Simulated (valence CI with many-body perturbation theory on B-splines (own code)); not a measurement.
The numbers below are computed, except where a source is named.
Se11+: magnetic and hyperfine properties of the levels

Method: valence CI with perturbative core correlation (CI+MBPT): five valence electrons over a frozen Dirac-Fock core [Ar], radial functions for each j: 7 s, 7 p, 8 d, 6 f, 4 g, 1 h, with the one-electron correlation potential Σ1, the two-electron term Σ2, the three-electron term Σ3, Breit, model QED; selected CI, second order for the rest, scaled by the run's own slope (own B-spline code, finite nucleus).

No measured spectrum was set against this ion. As an estimate, terms of the open shell hold to 2 to 4 % of their energy, and close levels can change places. Only levels of the ground parity were solved; by the run's estimate the other parity begins above the list, which can be wrong where configurations are misplaced.

A/g_I is the dipole constant over the nuclear g factor μ/I (μ in nuclear magnetons, uniformly magnetised nucleus), B/Q the quadrupole constant per barn. Both hold the static response of the core; the bare values leave it out. Large factors of s and p1/2 electrons are usually good to 5 to 10 %; those of open d and f shells near neutrality can be off by tens of per cent, and small factors of p3/2, d and f electrons come from cancelling terms and can be off by a factor of two or in sign, in half-filled shells by more. B is blank for J = 1/2, where it vanishes, and for nearly pure S terms. Energies count from the lowest level.

Names give the largest LS component (configuration and term), which can be under half, so a name can repeat, a term be missing and a line seem to break the LS rules; names also repeat where a configuration has a term twice. Letters in brackets count levels of one name in rising energy.

```
         Level  E (cm⁻¹)      g  A/g_I (MHz)  A/g_I bare  B/Q (MHz/b)  B/Q bare
    3d⁵ ⁶S_5/2       0.0  1.996         -507       -11.9                       
    3d⁵ ⁴G_5/2     65829  0.599         2890        2730          402       419
   3d⁵ ⁴G_11/2     66309  1.269         1930        2090        -60.8     -57.4
    3d⁵ ⁴G_7/2     66527  0.989         2110        2130          465       485
    3d⁵ ⁴G_9/2     66814  1.171         1890        1990          373       390
    3d⁵ ⁴P_5/2     71464  1.500          724         986         2080      2150
    3d⁵ ⁴P_3/2     72988  1.580         1340        1650         1340      1390
    3d⁵ ⁴P_1/2     74694  2.311        -2010       -1370                       
    3d⁵ ⁴D_7/2     80403  1.418         1110        1330          764       779
    3d⁵ ⁴D_1/2     82700  0.350         5150        4880                       
    3d⁵ ⁴D_5/2     83653  1.417         1360        1580        -1310     -1360
    3d⁵ ⁴D_3/2     83900  1.331         1920        2110         -876      -905
   3d⁵ ²I_11/2     95598  0.934         2500        2500          201       209
   3d⁵ ²I_13/2     96922  1.076         2360        2420        -15.3     -13.0
3d⁵ ²D_5/2 [a]    100980  1.075         1870        1930          712       739
3d⁵ ²D_3/2 [a]    104230  0.710         3690        3580        -20.6     -18.6
3d⁵ ²F_7/2 [a]    107110  1.148         2410        2510        -1370     -1410
    3d⁵ ⁴F_9/2    108790  1.265         1700        1850         -105      -112
    3d⁵ ⁴F_5/2    110800  1.008         2430        2470        -1120     -1150
    3d⁵ ⁴F_7/2    112260  1.205         1590        1720         -944      -974
    3d⁵ ⁴F_3/2    113950  0.506         3860        3660         -331      -341
    3d⁵ ²H_9/2    115790  1.022         2340        2380          963       991
3d⁵ ²F_5/2 [a]    118710  1.014         1940        1980         41.7      50.2
3d⁵ ²G_7/2 [a]    120250  0.913         3030        3020         -638      -669
   3d⁵ ²H_11/2    120330  1.080         2290        2350         -184      -191
3d⁵ ²G_9/2 [a]    124430  1.063         2180        2240         -706      -736
3d⁵ ²F_5/2 [b]    127940  0.879         2300        2270         -252      -253
3d⁵ ²F_7/2 [b]    129080  1.144         2290        2380          907       947
    3d⁵ ²S_1/2    139710  1.996         -519       -27.5                       
3d⁵ ²D_3/2 [b]    156070  0.800         2930        2860         -455      -474
3d⁵ ²D_5/2 [b]    157260  1.189         1920        2040         -300      -314
3d⁵ ²G_9/2 [b]    173580  1.110         2110        2190         -525      -538
3d⁵ ²G_7/2 [b]    174100  0.890         2870        2850          781       811
    3d⁵ ²P_3/2    209080  1.312         1840        2020        -1280     -1330
    3d⁵ ²P_1/2    210040  0.674          390         252                       
3d⁵ ²D_5/2 [c]    228190  1.199         1630        1750         -276      -286
3d⁵ ²D_3/2 [c]    229100  0.818         3910        3860         1620      1680
```

Q: Take the isotope of mass number 79, with I = 7/2, μ = -1.018 μN and Q = 0.8 b. What is the hyperfine structure of 3d⁵ ⁴P_3/2?

A: From the table A = -390 MHz, B = 1070 MHz. Shifts from the centre of gravity in MHz: F = 2: 3210, F = 3: 1270, F = 4: -594, F = 5: -1780.
